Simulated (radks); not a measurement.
Results of a calculation; reference values are marked as such.
Question: Radial electron density D(r) = 4 pi r^2 rho(r) of an atom or ion with 48 electrons. Level of theory: Dirac Kohn-Sham, PBE, spin-unpolarised, spherical densities, point nucleus (a radial shooting solver on a logarithmic mesh with Libxc functionals).

```
   r/bohr * D(r) (the largest magnitude, 77.7, reaches the edge; | marks zero)
 0.002242 |   *
  0.00261 |    *
 0.003039 |     *
 0.003537 |       *
 0.004118 |         *
 0.004794 |            *
 0.005581 |              *
 0.006497 |                  *
 0.007564 |                      *
 0.008805 |                          *
  0.01025 |                              *
  0.01184 |                                  *
  0.01378 |                                      *
  0.01604 |                                         *
  0.01868 |                                           *
  0.02174 |                                           *
  0.02531 |                                          *
  0.02947 |                                         *
  0.03431 |                                      *
  0.03994 |                                     *
   0.0465 |                                     *
  0.05413 |                                        *
  0.06301 |                                            *
  0.07336 |                                                  *
   0.0854 |                                                     *
  0.09942 |                                                      *
   0.1157 |                                                   *
   0.1347 |                                            *
   0.1569 |                                       *
   0.1826 |                                    *
   0.2126 |                                      *
   0.2475 |                                          *
   0.2881 |                                            *
   0.3354 |                                        *
   0.3905 |                               *
   0.4546 |                     *
   0.5292 |              *
   0.6161 |            *
   0.7172 |             *
   0.8349 |             *
    0.972 |             *
    1.132 |          *
    1.317 |       *
    1.521 |    *
    1.771 |  *
    2.062 | *
      2.4 |*
    2.794 |*
    3.253 |*
    3.787 *
    4.409 *
    5.133 *
    5.975 *
    6.956 *
    8.098 *
    9.427 *
    10.97 *
    12.78 *
    14.87 *
```

What is the nuclear charge?

Answer: Z = 48. The innermost maximum, from 1s, lies near gamma/Z bohr with gamma = sqrt(1 - (Z/c)^2) = 0.937, here 0.0195 bohr (found: 0.0214), and its height grows with Z. The density is that of neutral cadmium in [Kr] 4d10 5s1 5p1; the configuration itself is not fixed sharply by these data, and Z only to a few units. D(r) has 4 maxima, at r = 0.0214, 0.0940, 0.279, 0.842 bohr, and minima at 0.0422, 0.183, 0.621 bohr, inside which lie 2.03, 11.17, 29.04 electrons.
